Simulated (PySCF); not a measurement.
## One molecule, many functionals

Compound: BH6NSSi.
SMILES: `NBS[SiH3]`

Linear-response calculations in the def2-SVPD basis (PySCF; singlets by full response, triplets Tamm–Dancoff, core orbitals frozen in the response; HF means time-dependent Hartree–Fock). 'Strongest' is the level of largest summed f among the singlets computed (10 roots, of which the last may lack a degenerate partner); it can jump between rows when another state enters that window. S1 is the lowest singlet of each run and needn't be the same state throughout; f(S1) is that of one state. Geometry: PBE0-D3(BJ)/def2-SVP, one conformer, isolated molecule.

| functional | kind | S1 (eV) | f(S1) | strongest (eV) | T1 (eV) | HOMO (eV) | gap (eV) | ionisation energy, ΔSCF (eV) |
| --- | --- | --- | --- | --- | --- | --- | --- | --- |
| LDA | LDA | 5.33 | 0.006 | 5.53 | 4.80 | -6.16 | 4.99 | 9.13 |
| PBE | GGA | 5.39 | 0.005 | 5.64 | 4.86 | -6.07 | 5.13 | 8.98 |
| B3LYP | global hybrid, 20% exact exchange | 5.77 | 0.006 | 6.02 | 5.21 | -6.99 | 6.76 | 9.18 |
| PBE0 | global hybrid, 25% exact exchange | 5.96 | 0.008 | 6.14 | 5.27 | -7.24 | 7.20 | 9.21 |
| CAM-B3LYP | range-separated hybrid | 6.12 | 0.008 | 6.30 | 5.45 | -8.49 | 9.22 | 9.31 |
| wB97X-D | range-separated hybrid | 6.26 | 0.010 | 6.36 | 5.56 | -9.03 | 10.61 | 9.34 |
| LC-wPBE | range-separated hybrid | 6.59 | 0.010 | 6.64 | 5.69 | -9.85 | 11.53 | 9.46 |
| HF | Hartree–Fock | 7.03 | 0.014 | 8.68 | 6.36 | -9.93 | 11.82 | not settled |

Q: What does BHandHLYP (global hybrid, 50% exact exchange) give?

A: S1 (eV) 6.31, f(S1) 0.009, strongest (eV) 6.56, T1 (eV) 5.69, HOMO (eV) -8.26, gap (eV) 8.86, ionisation energy, ΔSCF (eV) 9.23. S1 runs from 5.33 eV (LDA) to 7.03 eV (HF), a spread of 1.70 eV, while the orbital gap spreads over 6.8 eV. Along PBE (0%), B3LYP (20%), PBE0 (25%), BHandHLYP (50%), HF (100%) S1 rises with the share of exact exchange. −ε(HOMO) comes closest to its own ΔSCF ionisation energy with wB97X-D (-0.30 eV) and misses most with LDA (-2.96 eV). 'Not settled' means that the ion's SCF failed to converge or may have ended in another state than the lowest.

Without π bonds the low states are Rydberg-like; a valence basis with one diffuse set may place them up to an eV too high.
